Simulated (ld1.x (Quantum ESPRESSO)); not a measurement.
erbium (Er): excitation energies, all-electron against TM semilocal

ld1.x (Quantum ESPRESSO) 7.5 input, shortened:

```
&input
   title='Er', zed=68., rel=1, dft='PZ', iswitch=3,
   config='[Xe] 4f11.5 5d0.5 6s2 6p0'
 /
 &inputp
   pseudotype=1, tm=.true., lloc=1,
   nlcc=.false.
 /
4
6S  1  0   2.00   0.00  2.85  2.85  0.0
5D  3  2   0.50   0.00  2.70  2.70  0.0
4F  4  3  11.50   0.00  0.65  0.65  0.0
6P  2  1   0.00   0.00  3.20  3.20  0.0
 &test
   configts(1)='4f11.5 5d0.5 6s2 6p0'
 /
```

Energies are relative to the spin-unpolarised reference configuration 4f11.5 5d0.5 6s2 6p0; without spin polarisation the order of configurations can differ from experiment. Spin-polarised rows fill each open shell by Hund’s rule, majority spin first. The frozen-core shift is the all-electron ΔE with the core orbitals held at their reference shape minus the fully relaxed ΔE.

| valence configuration | charge | ΔE all-electron (eV) | error AE − PS (meV) | frozen-core shift (meV) |
| --- | --- | --- | --- | --- |
| 4f12 5d0 6s2 6p0 | 0 | -1.764 | -143 | +140 |
| 4f12 5d0 6s1 6p0 | +1 | 4.840 | -131 | +124 |
| 4f12 5d0 6s0 6p0 | +2 | 17.007 | +38 | +115 |
| 4f11 5d1 6s1 6p0 | +1 | 10.312 | -92 | +144 |
| 4f11 5d0 6s2 6p0 | +1 | 8.894 | -256 | +309 |
| 4f11.5 5d0.5 6s2 6p0 (spin-polarised) | 0 | -1.204 | +1715 | +9.3 |
| 4f12 5d0 6s2 6p0 (spin-polarised) | 0 | -2.471 | +909 | +152 |

Task: What are ΔE and the potential's error for 4f12 5d0.5 6s1.5 6p0?

Result: ΔE = -0.295 eV all-electron; the error (AE − PS) is -181 meV.

Task: What are ΔE and the potential's error for 4f12 5d0 6s0 6p2?

Result: ΔE = 4.275 eV all-electron; the error (AE − PS) is -65 meV.

A Bessel basis up to 400 Ry misses an occupied level by 0.16 Ry, so cutoffs and ghosts were not judged.
